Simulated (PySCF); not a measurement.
2-fluorocyclopenta-1,3-diene (C₅H₅F), SMILES FC1=CCC=C1. Heavy atoms are numbered as in [F:1][C:2]1=[CH:3][CH2:4][CH:5]=[CH:6]1. Hydrogens are named by the atom that carries them.

Geometry: PBE0-D3(BJ)/def2-SVP. The values are those of a single conformer.

Method: PBE/def2-TZVP (PySCF).

ESP charges are fitted to the potential on shells at 1.4 to 2.0 van der Waals radii. Atomic charges (e), one atom of each kind:

```tsv
atom	IAO	Löwdin	Mulliken	ESP fit
F1	-0.24	0.23	-0.16	-0.18
C2	0.27	-0.31	0.24	0.34
C3 (CH)	-0.24	-0.15	-0.25	-0.35
C4 (CH2)	-0.27	-0.23	-0.07	-0.08
C5 (CH)	-0.15	-0.14	-0.18	-0.20
C6 (CH)	-0.19	-0.13	-0.16	-0.25
H on C3	0.16	0.14	0.12	0.16
H on C4	0.17	0.16	0.12	0.12
H on C5	0.16	0.14	0.12	0.14
H on C6	0.16	0.14	0.12	0.17
```

Computed Mayer and Wiberg (Löwdin basis) orders of the bonds:
```tsv
bond	Mayer	Wiberg
F1–C2	1.12	1.78
C2–C3	1.73	1.81
C3–C4	1.04	1.22
C4–C5	1.06	1.22
C2–C6	1.11	1.24
C5–C6	1.74	1.89
```
